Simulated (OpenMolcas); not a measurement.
# Exact exchange and the vertical energy of the triplet above the singlet of C2H5BO

C2H5BO: 9 atoms, total charge 0, spin state singlet. As SMILES, `B1CCO1`. The shape is that of a PBE0-D4/def2-TZVP optimisation.

The vertical energy of the triplet above the singlet y, in eV, basis def2-SVP; a is the functional's share of exact exchange. Programs: OpenMolcas 26.06.

```
functional     program     a  y (eV)
       PBE  OpenMolcas     0    5.64
      BLYP  OpenMolcas     0    5.71
     B3LYP  OpenMolcas   0.2    5.94
      PBE0  OpenMolcas  0.25       ?
     BHLYP  OpenMolcas   0.5    6.22
```

Task: Fit y = c + s·a to the known rows and predict PBE0.

Result: 
1. Means of the 4 rows: a = 0.1750, y = 5.877.
2. Σ(Δa)² = 0.1675, Σ(Δa·Δy) = 0.18375, so the slope is 0.18375/0.1675 = 1.097.
3. Intercept: 5.877 − (1.097) × 0.1750 = 5.685. The largest residual of the fit is 0.045.
4. PBE0: 5.685 + (1.097) × 0.25 = 5.96 eV.

The run gave 5.90 eV, so the prediction is off by +0.06 eV, about the largest residual. The rows mix families of semi-local functionals, which the line can't see.
